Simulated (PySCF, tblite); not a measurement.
Isomers of C2H2ClF3O2S, one GFN2-xTB conformer each. Single-point energies are computed at PBE0/pcSseg-1 (PySCF, gas phase, no added dispersion term), electronic only.

| SMILES | GFN2-xTB relative energy (kJ/mol) |
| --- | --- |
| O=S(=O)(Cl)C(F)(F)CF | 0.0 |
| O=S(=O)(Cl)[C@@H](F)C(F)F | 4.7 |

Conformers: `[O:1]=[S:2](=[O:3])([Cl:4])[C:5]([F:6])([F:7])[CH2:8][F:9]` with O1–S2–C5–F6 178°, S2–C5–C8–F9 -20°; `[O:1]=[S:2](=[O:3])([Cl:4])[C@@H:5]([F:6])[CH:7]([F:8])[F:9]` with O1–S2–C5–F6 -87°, S2–C5–C7–F8 49°.

Question: What does PBE0/pcSseg-1 give for the same structures?

Answer: 
```json
{"SMILES": "O=S(=O)(Cl)[C@@H](F)C(F)F", "PBE0/pcSseg-1 E (Eh)": "-1384.79475", "PBE0/pcSseg-1 (kJ/mol)": "0.0", "GFN2-xTB (kJ/mol)": "4.7", "point group": "C1"}
{"SMILES": "O=S(=O)(Cl)C(F)(F)CF", "PBE0/pcSseg-1 E (Eh)": "-1384.79209", "PBE0/pcSseg-1 (kJ/mol)": "7.0", "GFN2-xTB (kJ/mol)": "0.0", "point group": "C1"}
```

GFN2-xTB puts O=S(=O)(Cl)C(F)(F)CF lowest instead. Neighbours under 10 kJ/mol apart (O=S(=O)(Cl)[C@@H](F)C(F)F and O=S(=O)(Cl)C(F)(F)CF) can change places with a better method, another conformer or zero-point energy.

Question: Which frontier levels, dipoles and rotational constants go with these structures?

Answer: 
```json
{"SMILES": "O=S(=O)(Cl)[C@@H](F)C(F)F", "HOMO (eV, PBE0/pcSseg-1)": "-9.60", "LUMO (eV)": "-1.84", "dipole (D)": "2.25", "A, B, C (MHz)": "1727, 1008, 786.2"}
{"SMILES": "O=S(=O)(Cl)C(F)(F)CF", "HOMO (eV, PBE0/pcSseg-1)": "-9.42", "LUMO (eV)": "-1.77", "dipole (D)": "3.77", "A, B, C (MHz)": "1738, 1129, 922.4"}
```

Question: What happens when harmonic zero-point energies from GFN2-xTB frequencies are added?

Answer: 
```
                   SMILES  ZPE (kJ/mol)  electronic (kJ/mol)  with ZPE (kJ/mol)
O=S(=O)(Cl)[C@@H](F)C(F)F         133.3                  0.0                0.0
     O=S(=O)(Cl)C(F)(F)CF         132.5                  7.0                6.2
```

The zero-point energies span 0.8 kJ/mol. The order is unchanged.

Question: As an exercise, what shares would exp(−E/RT) give at 500 K from these electronic energies alone (no entropy, no degeneracies)?

Answer: RT = 4.157 kJ/mol: O=S(=O)(Cl)[C@@H](F)C(F)F 84.3 %, O=S(=O)(Cl)C(F)(F)CF 15.7 %.
